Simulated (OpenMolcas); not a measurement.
## Dy2+: moving or changing the point charges

Dy2+ among 6 point charges of -0.5 e arranged as an octahedron (Oh), 2.68 Å from the ion.
```
   2.6800    0.0000    0.0000  -0.50
   0.0000    2.6800    0.0000  -0.50
  -2.6800    0.0000    0.0000  -0.50
   0.0000   -2.6800    0.0000  -0.50
   0.0000    0.0000    2.6800  -0.50
   0.0000    0.0000   -2.6800  -0.50
```

```yaml
Program: OpenMolcas 26.06
Method: CASSCF
Basis: ANO-RCC-VTZP [8s7p5d3f2g1h]
Scalar_Hamiltonian: DKH2, point nucleus
Active_space: 10 electrons in 7 orbitals (4f)
State_averaging: 2S+1 = 5 even, 35 roots (33 in the spin-orbit step); 2S+1 = 3 even, 106 roots kept (CI in the orbitals of an earlier block); 2S+1 = 1 even, 44 roots kept (CI in the orbitals of an earlier block, 31 in the spin-orbit step)
Spin-orbit_coupling: state interaction with AMFI integrals over the reference wave functions
```

Runs around this geometry, states (labels of O, the rotations of Oh). Energies in cm-1 above the lowest state or level, χT in cm3 K/mol.

| R (Å) | Ground state | First state of that spin | First gap with spin-orbit (degeneracies) | Width of lowest J | χT at 300 K |
| --- | --- | --- | --- | --- | --- |
| 2.68 | 5A2 | 5T2 3.2 | 0.4 (2, 3) | 52 | 13.955 |
| 2.92 | 5A2 | 5T2 1.1 | 0.1 (2, 3) | 34 | 13.957 |
| 3.17 | 2S+1 = 5 | 5T2 21.9 | 15.4 (6, 3) | 23 | 13.958 |

Taking the width of the lowest J multiplet as R^-n, n = -ln(23 / 52) / ln(3.17 / 2.68) = 4.9 between the shortest and longest distance.

High states are left out of the spin-orbit mixing, which shifts the levels that they would mix with. This is an electrostatic model: the charges have no orbitals. A group larger than the point group allows holds several states that coincide in this model. No measured value stands beside these numbers.

A state without a sure symmetry label is named by its multiplicity alone.
